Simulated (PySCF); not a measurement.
C$_{2}$H$_{3}$BClF$_{3}$ (SMILES CB(Cl)C(F)(F)F), singlet, at a GFN2-xTB geometry; M062X/6-31G (PySCF).

PySCF was given this input:
```python
from pyscf import gto, scf, dft, solvent

mol = gto.Mole()
mol.atom = '''
    B     0.187441    0.713619    0.230109
    C    -0.464854   -0.631236   -0.445581
    F    -1.809943   -0.676574   -0.301397
    F    -0.009295   -1.802945    0.036056
    F    -0.245096   -0.674388   -1.781278
    Cl    1.461612    0.517448    1.300407
    C    -0.431498    2.087673   -0.197408
    H    -1.500451    2.113068    0.016601
    H    -0.356516    2.221960   -1.277198
    H     0.029473    2.946808    0.280641
'''
mol.basis = '6-31g'
mol.charge = 0
mol.spin = 0
mol.verbose = 4
mol.build()

mf = dft.RKS(mol)
mf.xc = 'm062x'
mf.kernel()
mf.analyze()
```

Question: Predict the main parts of the log of this PySCF run.

Answer: 
```
PySCF version 2.14.0

[INPUT] verbose = 4
[INPUT] num. atoms = 10
[INPUT] num. electrons = 64
[INPUT] charge = 0
[INPUT] spin (= nelec alpha-beta = 2S) = 0
[INPUT] symmetry False subgroup None
[INPUT] Mole.unit = angstrom
[INPUT] Symbol           X                Y                Z      unit          X                Y                Z       unit  Magmom
[INPUT]  1 B      0.187441000000   0.713619000000   0.230109000000 AA    0.354212154515   1.348544467286   0.434842988798 Bohr   0.0
[INPUT]  2 C     -0.464854000000  -0.631236000000  -0.445581000000 AA   -0.878446747909  -1.192863159966  -0.842026056310 Bohr   0.0
[INPUT]  3 F     -1.809943000000  -0.676574000000  -0.301397000000 AA   -3.420296571074  -1.278539563001  -0.569557784766 Bohr   0.0
[INPUT]  4 F     -0.009295000000  -1.802945000000   0.036056000000 AA   -0.017565004328  -3.407072267654   0.068135965147 Bohr   0.0
[INPUT]  5 F     -0.245096000000  -0.674388000000  -1.781278000000 AA   -0.463164314226  -1.274408621693  -3.366127571713 Bohr   0.0
[INPUT]  6 Cl     1.461612000000   0.517448000000   1.300407000000 AA    2.762046380378   0.977835003704   2.457413080467 Bohr   0.0
[INPUT]  7 C     -0.431498000000   2.087673000000  -0.197408000000 AA   -0.815413043298   3.945130207649  -0.373047054798 Bohr   0.0
[INPUT]  8 H     -1.500451000000   2.113068000000   0.016601000000 AA   -2.835441453330   3.993119802582   0.031371343394 Bohr   0.0
[INPUT]  9 H     -0.356516000000   2.221960000000  -1.277198000000 AA   -0.673717599025   4.198895859739  -2.413554426842 Bohr   0.0
[INPUT] 10 H      0.029473000000   2.946808000000   0.280641000000 AA    0.055695898069   5.568660061677   0.530334629324 Bohr   0.0

nuclear repulsion = 374.12896360007
number of shells = 43
number of NR pGTOs = 190
number of NR cGTOs = 73
basis = 6-31g
ecp = {}

******** <class 'pyscf.dft.rks.RKS'> ********
method = RKS
initial guess = minao
damping factor = 0
level_shift factor = 0
DIIS = <class 'pyscf.scf.diis.CDIIS'>
diis_start_cycle = 1
diis_space = 8
diis_damp = 0
SCF conv_tol = 1e-09
SCF conv_tol_grad = None
SCF max_cycles = 50
direct_scf = True
direct_scf_tol = 1e-13
XC library pyscf.dft.libxc version 7.1.2
    S. Lehtola, C. Steigemann, M. J. T. Oliveira, and M. A. L. Marques,  SoftwareX 7, 1–5 (2018)
XC functionals = m062x
    Y. Zhao and D. G. Truhlar,  Theor. Chem. Acc. 120, 215 (2008)
    Y. Zhao and D. G. Truhlar,  Theor. Chem. Acc. 120, 215 (2008)
radial grids:
    Treutler-Ahlrichs [JCP 102, 346 (1995); DOI:10.1063/1.469408] (M4) radial grids

becke partition: Becke, JCP 88, 2547 (1988); DOI:10.1063/1.454033
pruning grids: <function nwchem_prune>
grids dens level: 3
symmetrized grids: False
atomic radii adjust function: <function treutler_atomic_radii_adjust>
small_rho_cutoff = 0
Set gradient conv threshold to 3.16228e-05
Initial guess from minao.
tot grids = 133376
init E= -863.424631989817
  HOMO = -0.325009161187963  LUMO = -0.06130593163603  gap/eV = 7.17573
cycle= 1 E= -862.154744772863  delta_E= 1.27  |g|= 0.887  |ddm|= 3.03
  HOMO = -0.390239478923  LUMO = -0.0966292673413451  gap/eV = 7.98954
cycle= 2 E= -862.121082490718  delta_E= 0.0337  |g|= 1.09  |ddm|= 1.77
  HOMO = -0.387865495161772  LUMO = -0.0484577424828116  gap/eV = 9.23576
cycle= 3 E= -862.338863169206  delta_E= -0.218  |g|= 0.0385  |ddm|= 0.864
  HOMO = -0.387554132447638  LUMO = -0.0438437499342523  gap/eV = 9.35284
cycle= 4 E= -862.339231676747  delta_E= -0.000369  |g|= 0.022  |ddm|= 0.0672
  HOMO = -0.38668190248921  LUMO = -0.0429131487205794  gap/eV = 9.35442
cycle= 5 E= -862.339354005955  delta_E= -0.000122  |g|= 0.00319  |ddm|= 0.0255
  HOMO = -0.387119950784395  LUMO = -0.0433080551227296  gap/eV = 9.35560
cycle= 6 E= -862.339357381642  delta_E= -3.38e-06  |g|= 0.00136  |ddm|= 0.00582
  HOMO = -0.387067628768105  LUMO = -0.0431841827635573  gap/eV = 9.35755
cycle= 7 E= -862.339357844543  delta_E= -4.63e-07  |g|= 0.000322  |ddm|= 0.0022
  HOMO = -0.387029872823657  LUMO = -0.0431721611181053  gap/eV = 9.35684
cycle= 8 E= -862.339357866667  delta_E= -2.21e-08  |g|= 0.000116  |ddm|= 0.00042
  HOMO = -0.387030122497512  LUMO = -0.0431694662420101  gap/eV = 9.35693
cycle= 9 E= -862.339357869446  delta_E= -2.78e-09  |g|= 2.72e-05  |ddm|= 0.000136
  HOMO = -0.387033674980413  LUMO = -0.0431698394944733  gap/eV = 9.35701
cycle= 10 E= -862.339357869639  delta_E= -1.93e-10  |g|= 6.13e-06  |ddm|= 5.09e-05
  HOMO = -0.387032876999724  LUMO = -0.0431707073297019  gap/eV = 9.35697
Extra cycle  E= -862.339357869646  delta_E= -7.28e-12  |g|= 5.13e-06  |ddm|= 2.02e-05
converged SCF energy = -862.339357869646
**** SCF Summaries ****
Total Energy =                        -862.339357869646392
Nuclear Repulsion Energy =             374.128963600070108
One-electron Energy =                -1934.387318064581677
Two-electron Energy =                  697.918996594865121
Two-electron Coulomb Energy =          773.540818639377562
DFT Exchange-Correlation Energy =      -75.621822044512427
HOMO-LUMO gap [eV] =                     9.356966236565709
**** MO energy ****
MO #1   energy= -102.676767580809  occ= 2
MO #2   energy= -25.2867014164365  occ= 2
MO #3   energy= -25.2865227164984  occ= 2
MO #4   energy= -25.2843241394906  occ= 2
MO #5   energy= -10.7911321745925  occ= 2
MO #6   energy= -10.5478381011598  occ= 2
MO #7   energy= -9.84719059746954  occ= 2
MO #8   energy= -7.56749733969057  occ= 2
MO #9   energy= -7.56316489004808  occ= 2
MO #10  energy= -7.56073956892828  occ= 2
MO #11  energy= -7.14703364797201  occ= 2
MO #12  energy= -1.47306913462176  occ= 2
MO #13  energy= -1.37152866388149  occ= 2
MO #14  energy= -1.37140256351994  occ= 2
MO #15  energy= -0.997904698582374 occ= 2
MO #16  energy= -0.83407018261593  occ= 2
MO #17  energy= -0.805069397055852 occ= 2
MO #18  energy= -0.696794788686599 occ= 2
MO #19  energy= -0.676054655511338 occ= 2
MO #20  energy= -0.675136328780664 occ= 2
MO #21  energy= -0.56902280898303  occ= 2
MO #22  energy= -0.559402815270962 occ= 2
MO #23  energy= -0.558568527892926 occ= 2
MO #24  energy= -0.521937183032323 occ= 2
MO #25  energy= -0.52174990512366  occ= 2
MO #26  energy= -0.505237675588523 occ= 2
MO #27  energy= -0.502716233242325 occ= 2
MO #28  energy= -0.495993251421933 occ= 2
MO #29  energy= -0.47792951770981  occ= 2
MO #30  energy= -0.446377235888585 occ= 2
MO #31  energy= -0.442448311583707 occ= 2
MO #32  energy= -0.387032876999724 occ= 2
MO #33  energy= -0.0431707073297019 occ= 0
MO #34  energy= 0.115833863215216  occ= 0
MO #35  energy= 0.140271411397649  occ= 0
MO #36  energy= 0.179358473648665  occ= 0
MO #37  energy= 0.201166681232666  occ= 0
MO #38  energy= 0.218125408291272  occ= 0
MO #39  energy= 0.245970041667446  occ= 0
MO #40  energy= 0.251566087757953  occ= 0
 ** Mulliken pop on meta-lowdin orthogonal AOs  **
 ** Mulliken pop  **
 ** Mulliken atomic charges  **
charge of    0B =      0.13306
charge of    1C =      0.61902
charge of    2F =     -0.26197
charge of    3F =     -0.25676
charge of    4F =     -0.26131
charge of    5Cl =      0.03602
charge of    6C =     -0.43766
charge of    7H =      0.14895
charge of    8H =      0.14886
charge of    9H =      0.13180
Dipole moment(X, Y, Z, Debye):  0.18982,  2.76438,  0.43037
```
